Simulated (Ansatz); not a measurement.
```yaml
crystal:
  periodic: [false, false, false]
  atoms:
    - {symbol: Ge, position_ang: [0.001734, -1.251426, 0.490821]}
    - {symbol: Ge, position_ang: [-0.001752, 1.251664, -0.490765]}
    - {symbol: Se, position_ang: [0.908464, 0.687682, 1.750249]}
    - {symbol: Se, position_ang: [1.174239, -0.629167, -1.608335]}
    - {symbol: Se, position_ang: [-2.082685, -0.058753, -0.141970]}
basis:
  gaussian: {orbitals: def2-TZVPD, nuclear_model: gaussian}
total_charge: -1
magnetization: {spin_polarized: true, initial_magnetization: 1}
hamiltonian: {xc: {name: wB97}, pseudopotentials: {relativity: scalar}}
scf: {omitted_lower_state_checks: [starts]}
output: {forces: true}
```

```sh
$ ansatz run in.yaml --threads 4 --pin off --events-out ev --progress --plain --max-ram 4787MiB
```

Output, abridged:

```
Functional definition: wB97
2015 factors; their error is unknown
548 factors; integrals over basis functions are off by at most 3.8e-5 eV
mean field evaluation 1: about -311835.2615 eV, gradient 2.8e1 eV
mean field evaluation 2: about -311835.6094 eV, gradient 3.1e1 eV
mean field evaluation 4: about -311838.3266 eV, gradient 1.0e0 eV
mean field evaluation 8: about -311838.3505 eV, gradient 5.1e-2 eV
mean field evaluation 16: about -311838.3107 eV, gradient 3.5e-4 eV
mean field -311838.31070353 eV, -11459.8465467560 hartree, gradient 1.8e-5 eV, S^2 0.783786; 0 other end points of the search recorded, 0 dependent functions left out
reference -311838.31068535 eV, -11459.8465460880 hartree; 84, 83 occupied and 195, 196 virtual orbitals, 2015 factors
Total energy: -311838.31068535 eV, -11459.8465460880 hartree
Relativity: scalar
Atom 0 at     0.001734    -1.251426     0.490821 Å, force    -0.000571     0.810240    -0.318107 eV/Å
Atom 1 at    -0.001752     1.251664    -0.490765 Å, force     0.001251    -0.811490     0.317415 eV/Å
Atom 2 at     0.908464     0.687682     1.750249 Å, force    -0.329697    -0.249433    -0.634949 eV/Å
Atom 3 at     1.174239    -0.629167    -1.608335 Å, force    -0.425967     0.228765     0.583907 eV/Å
Atom 4 at    -2.082685    -0.058753    -0.141970 Å, force     0.754984     0.021918     0.051734 eV/Å
Dipole moment:    -0.000070     0.000127     0.000084 e Å
Checks for a lower state left out: starts
```

Run time 69 s (4 threads of Arm Neoverse V1 on a shared host), peak host memory 1.8 GiB.

The dipole of an ion depends on the origin.
